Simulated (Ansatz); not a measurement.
Basis-set series for CH$_{5}$ClNOV (`[CH3][V](=[NH])([OH])[Cl]`). Total charge 0; spin multiplicity 1. The structure was optimised at the PBE0-D4/def2-TZVP level. It is one conformer, not always the lowest.

| functional | basis | functions | energy (Eh) | HOMO (eV) | LUMO (eV) |
| --- | --- | --- | --- | --- | --- |
| PBE0-D4 | def2-SVP | 116 | -1574.42744 | -8.12 | -2.50 |
| PBE0-D4 | def2-TZVPP | 269 | -1574.92184 | -8.31 | -2.62 |
| ωB97M-V | def2-SVP | 116 | -1574.80462 | -10.37 | -0.17 |
| ωB97M-V | def2-TZVPP | 269 | -1575.30441 | -10.60 | -0.34 |

Q: Give the rows for def2-QZVPP. (Best estimate.)

A: Ansatz gave: 
| functional | basis | functions | energy (Eh) | HOMO (eV) | LUMO (eV) |
| --- | --- | --- | --- | --- | --- |
| PBE0-D4 | def2-QZVPP | 484 | -1574.96356 | -8.33 | -2.65 |
| ωB97M-V | def2-QZVPP | 484 | -1575.34400 | -10.62 | -0.39 |

Scalar relativity is left out up to krypton.
